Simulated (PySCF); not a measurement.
Simulated Cl 2p region for (ClAlO)3 ring, Al3Cl3O3, binding energy against the vacuum level.

Every computed line was given a Gaussian of 0.4 eV full width at half maximum and an area set by the number of equivalent atoms (split 2:1 within a doublet); the highest printed point is 100. Method used: PySCF 2.14.0, delta-SCF UKS SCAN, pcX-2 on the ionised atom, pcseg-1 elsewhere, spin-free X2C.

binding energy (eV), intensity and a bar:
```
    205.8          1 
    205.9          5 #
    206.0         17 #####
    206.1         44 #############
    206.2         79 ########################
    206.3        100 ##############################
    206.4         90 ###########################
    206.5         57 #################
    206.6         26 ########
    206.7          8 ##
    206.8          2 #
    206.9          0 
    207.0          0 
    207.1          0 
    207.2          0 
    207.3          0 
    207.4          0 
    207.5          1 
    207.6          5 #
    207.7         14 ####
    207.8         30 #########
    207.9         46 ##############
    208.0         50 ###############
    208.1         38 ###########
    208.2         21 ######
    208.3          8 ##
    208.4          2 #
    208.5          0
```

Problem. Count the maxima, the lines and the sites behind this envelope.

Solution. The curve has 2 maxima (at 206.3 and 208.0 eV). Under it lie 2 lines from 1 inequivalent chlorine site, drawn as a 2p3/2, 2p1/2 pair.

Problem. Decompose the envelope and assign each component. Bonds: Al1–Cl2, Al1–O3, Al1–O9, O3–Al4, Al4–Cl5, Al4–O6, O6–Al7, Al7–Cl8, Al7–O9.

Solution. 
```csv
position (eV),relative area,line,atoms,environment
206.32,2.00,Cl 2p3/2,Cl2/Cl5/Cl8,chlorine bonded to Al
207.97,1.00,Cl 2p1/2,Cl2/Cl5/Cl8,chlorine bonded to Al
```

The curve has no shake-up lines and no vibrational structure. The first atom of each set that the bonding makes equivalent was ionised and stands for the set. Spin–orbit coupling isn't in the SCF: each 2p doublet comes from a relaxed spin-free hole plus a matrix of the shell (mean-field spin–orbit coupling and the ground-state 2p splitting), with 2p3/2 averaged over its two sublevels. 2p1/2 minus 2p3/2 (ligand field included): Cl 1.65 eV. Isolated species at its PBE0-D3(BJ)/def2-SVP geometry (one conformer only).
